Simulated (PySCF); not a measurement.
Worked example: dipole moment from atomic charges

GeHI₃, SMILES [I][GeH]([I])[I]. Atoms are numbered in the order given.

```xyz
5

Ge     0.0000     0.0000     0.6690
I     -2.0765    -1.1988    -0.1485
I      0.0000     2.3977    -0.1485
I      2.0765    -1.1988    -0.1485
H      0.0000     0.0000     2.2076
```
Charge 0, spin multiplicity 1.

Geometry: B3LYP-D3(BJ)/def2-SVP. The def2 effective core potentials stand for the cores of I; spin–orbit coupling is left out.

Charges (e) from PySCF with PBE0/def2-TZVP:

```tsv
atom	ESP fit	Mulliken
Ge1	-0.393	0.436
I2	0.062	-0.175
I3	0.064	-0.175
I4	0.062	-0.175
H5	0.204	0.089
```

The dipole moment of the full density is 0.69 D.

Task: What dipole moment does each set of point charges give, and which comes closer to that of the density?

Result: 
μ = Σ q r, and 1 e Å = 4.8032 D.
ESP fit: Σ q r = (0.000, 0.005, 0.160) e Å, |μ| = 0.77 D.
Mulliken: Σ q r = (0.000, 0.000, 0.566) e Å, |μ| = 2.72 D.
ESP fit comes closer in size. Point charges leave out the atoms' own dipoles (lone pairs, polarised bonds); fits to the potential absorb them, partitions of the density don't.
